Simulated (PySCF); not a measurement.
Working out the ionisation energy of Se

Se [Ar] 3d10 4s2 4p4 (3P) → Se⁺ [Ar] 3d10 4s2 4p3 (4S). Calculation: PySCF 2.14, in aug-cc-pVTZ-PP with ECP10MDF; scalar relativity through the core potential. Frozen: 3s2 3p6 3d10. Energies in hartree (1 hartree = 27.21139 eV):

```csv
part,Se (lower),Se⁺ (upper)
UHF,-371.862673,-371.548686
CCSD correlation,-0.120535,-0.090507
(T),-0.003891,-0.002590
```

What does Hartree-Fock give?

(-371.548686) − (-371.862673) = 0.313987 hartree = 8.544 eV.

What do CCSD and CCSD(T) give?

The CCSD correlation energies differ by 0.030028 hartree = 0.817 eV and the triples by 0.001301 hartree = 0.035 eV, so CCSD gives 9.361 eV and CCSD(T) 9.396 eV.

Measured between the centres of the two terms (NIST): 9.635 eV, so CCSD(T) (valence) is off by -0.239 eV.

What remains against the reference includes basis incompleteness, the frozen core and higher excitations.
